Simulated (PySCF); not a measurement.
# SMILES FC(F)(F)c1ccccc1, C7H5F3

Geometry:
| atom | x (Å) | y (Å) | z (Å) |
| --- | --- | --- | --- |
| F1 | 2.680 | 0.360 | -1.174 |
| C2 | 2.171 | 0.036 | 0.033 |
| F3 | 2.671 | 0.932 | 0.898 |
| F4 | 2.713 | -1.149 | 0.357 |
| C5 | 0.669 | 0.008 | 0.024 |
| C6 | 0.007 | -1.169 | -0.298 |
| C7 | -1.376 | -1.185 | -0.323 |
| C8 | -2.090 | -0.034 | -0.034 |
| C9 | -1.424 | 1.140 | 0.277 |
| C10 | -0.041 | 1.167 | 0.306 |
| H11 | 0.572 | -2.062 | -0.519 |
| H12 | -1.895 | -2.099 | -0.568 |
| H13 | -3.169 | -0.051 | -0.052 |
| H14 | -1.980 | 2.038 | 0.499 |
| H15 | 0.487 | 2.076 | 0.550 |

Computed with PySCF 2.14.0, quadratic response BHandHLYP/def2-SVPD first hyperpolarisability, Taylor convention, gas phase. Geometry: GFN2-xTB.

Task: Give the tensor of the static β(0;0,0) in the axes of these coordinates.

Result: In au, Taylor convention; rows are the first index (the induced dipole):
```
      xx     yy     zz     xy     xz    yz
x  +42.0  +27.8  +24.5   -0.1   -1.0  +0.8
y   -0.1   -1.4   +3.2  +27.8   +0.8  +3.3
z   -1.0   +3.3   -1.8   +0.8  +24.5  +3.2
```
Norm of βᵢ = ⅓ Σⱼ (βᵢⱼⱼ + βⱼᵢⱼ + βⱼⱼᵢ): 94.4 au, hyper-Rayleigh value 35.3 au.
